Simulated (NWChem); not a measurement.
Species: ZrF3 cation; SMILES [F][Zr+]([F])[F]

Program: NWChem. Medium grid unless said otherwise, to which SCAN and Minnesota functionals are sensitive. The geometry was optimised at PBE0/def2-SVP. This spin state was assumed; another may lie lower. def2 effective core potentials on Zr; no spin-orbit coupling. B3LYP is NWChem's, with the RPA form of VWN correlation.

Q: Order these by “orbital gap (eV)”, lowest first: M06-2X/def2-TZVP; Hartree-Fock/def2-TZVP; HCTH/407/def2-TZVP; B3LYP/def2-TZVP.

A: HCTH/407/def2-TZVP (5.82), B3LYP/def2-TZVP (7.84), M06-2X/def2-TZVP (11.15), Hartree-Fock/def2-TZVP (16.48)
